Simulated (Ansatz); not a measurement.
`[F][GeH2][Br]` + HBr → `[Br][GeH2][Br]` + H–F at 700 K and 1 bar (ligand exchange at a Ge–F bond).

Program: Ansatz. Geometries: PBE0-D4/def2-TZVP. ΔE: electronic, gas phase. CCSD(T)/CBS is the MP2 limit (def2-TZVPP, def2-QZVPP) plus CCSD(T) − MP2 in def2-TZVPP, frozen cores. This one scheme is used for every species. For Br, Ge outer-core shells are correlated without core-valence functions, which leaves a few kJ/mol of doubt a bond. Scalar relativity is left out up to krypton.

```tsv
species	CCSD(T)/CBS energy (Eh)	H − E (kJ/mol)	S (J/(mol·K))
`[F][GeH2][Br]`	-4750.49448	96.2	372.7
HBr	-2573.91920	36.5	223.7
`[Br][GeH2][Br]`	-7224.02757	95.0	392.9
H–F	-100.39570	45.2	198.5
```

H − E and S are ideal-gas, rigid-rotor, harmonic terms from PBE0-D4/def2-TZVP. 1 Eh = 2625.50 kJ/mol, R = 8.31446 J/(mol·K).

By hand: ΔE, ΔH, ΔS and ΔG.

ΔE = (-7224.02757) + (-100.39570) − (-4750.49448) − (-2573.91920) = -0.00959 Eh = -25.2 kJ/mol. Δ(H − E) = 95.0 + 45.2 − 96.2 − 36.5 = 7.5, so ΔH = -17.7 kJ/mol. ΔS = 392.9 + 198.5 − 372.7 − 223.7 = -5.0 J/(mol·K). ΔG = -17.7 − 700 × (-5.0)/1000 = -14.2 kJ/mol.

By hand: the equilibrium constant, and the temperature at which ΔG would vanish if ΔH and ΔS stayed fixed.

log₁₀ K = −ΔG/(RT ln 10) = 1.1. ΔG = 0 at ΔH/ΔS = 3540 K, far beyond where these terms or the molecules hold.

The number of gas molecules stays the same, so ΔS is small and ΔH decides. A doubt of 5 kJ/mol in ΔE shifts log₁₀ K by 0.4 here. These are equilibria of isolated gas molecules and say nothing of rates. Largest T1 diagnostic: 0.010 (customary marks: 0.02 for closed shells, 0.045 for open ones).
